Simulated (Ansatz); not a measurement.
Program: Ansatz. Geometries: PBE0-D4/def2-TZVP. ΔE: electronic, gas phase. CCSD(T)/CBS is the MP2 limit (def2-TZVPP, def2-QZVPP) plus CCSD(T) − MP2 in def2-TZVPP, frozen cores. This one scheme is used for every species. Functionals use def2-TZVPP. Each species was taken in one conformer, which may not be the lowest.

Consider the ligand exchange at a B–C bond: `CB(C)C[SiH3]` + H₂S → `CB(S)C[SiH3]` + CH₄.

| level | ΔE (kJ/mol) | difference from CCSD(T)/CBS |
| --- | --- | --- |
| ωB97M-V | -87.2 | 2.5 |
| B2PLYP | -91.2 | -1.5 |
| PBE | -92.6 | -2.9 |
| SCS-MP2/def2-TZVPP | -91.9 | -2.2 |
| CCSD/def2-TZVPP | -86.5 | 3.2 |
| CCSD(T)/def2-TZVPP | -89.8 | -0.1 |
| MP2/def2-QZVPP | -94.8 | -5.1 |
| SCS-MP2/def2-QZVPP | -91.5 | -1.8 |
| MP2/CBS(def2) | -95.2 | -5.5 |
| CCSD/CBS(def2) | -86.5 | 3.2 |
| CCSD(T)/CBS | -89.7 | 0 |

Largest T1 diagnostic among the species: 0.012.

In def2-TZVPP, CCSD(T) changes the Hartree–Fock value by −6.4 kJ/mol (the triples alone add −3.2 kJ/mol) and MP2 by −11.9 kJ/mol.
